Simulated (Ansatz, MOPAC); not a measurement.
Torsion H3–S1–Ga2–H4 in GaH3S (SMILES [SH][GaH2]); at each angle all else is relaxed with GFN2-xTB, and the levels are single points there.
Geometry at 0° (charge 0, multiplicity 1):
```xyz
5

S      1.501    -0.611     0.472
Ga    -0.634    -0.184     0.118
H      1.874     0.314    -0.412
H     -1.057     0.920    -0.916
H     -1.786    -0.939     0.858
```

On the grid 0° to 330°, 90° is the highest and 0° the lowest point at CCSD(T)/CBS(def2-TZVPP, def2-QZVPP).

Cores are frozen in the correlated methods. Filled d and f shells under p-block atoms count as core. CBS(a, b) extrapolates the correlation energy as X⁻³ and adds the Hartree–Fock energy of set b. The state that PM6 reach isn't checked.

Programs: Ansatz (a program for electronic structure); MOPAC for PM6 (differences of heats of formation). Values without a source in brackets are computed.

**Question.** Estimate the energy at 90° less that at 0° that PM6 returns for this input.

**Answer.** 296 meV

**Question.** Give the energy at 90° less that at 0° at the level B3LYP/def2-TZVPP.

**Answer.** 370 meV

**Question.** Estimate the energy at 90° less that at 0° that CCSD(T)/CBS(def2-TZVPP, def2-QZVPP) returns for this input.

**Answer.** 331 meV
